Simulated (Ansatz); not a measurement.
The cluster Rb₃F₃. Charge 0, multiplicity 3. Geometry PBE0-D4/def2-SVP, that of the neutral singlet; atoms count from 1.

```xyz
6

Rb   -0.482    2.011    1.941
Rb    1.457   -0.089   -0.607
Rb   -1.968   -1.763   -1.042
F     0.331   -2.074   -1.791
F     1.826    1.670    1.232
F    -1.164    0.245    0.267
```

In the def2 sets Rb takes a core potential; there is no spin–orbit coupling. At PBE0-D4/def2-TZVP a singlet of charge 0 lies 5.62 eV below the triplet at the same geometry. Another isomer (singlet) lies 0.03 eV lower at PBE0-D4/def2-TZVP; other spin states weren't run for this one.

Problem. Estimate the Mulliken populations from the PBE0/def2-TZVP orbitals of Ansatz.

Solution. 
```
atom  charge (e)  spin (α − β)
 Rb1        0.56          0.33
 Rb2        0.50          0.36
 Rb3        0.56          0.33
  F4       -0.45          0.44
  F5       -0.45          0.44
  F6       -0.71          0.10
```
Mulliken values and Mayer orders depend strongly on the basis.

Problem. Where does the spin sit?

Solution. Summed by element: Rb 1.02, F 0.98, of 2 unpaired in all. Largest on single atoms: F5 0.44, F4 0.44, Rb2 0.36.
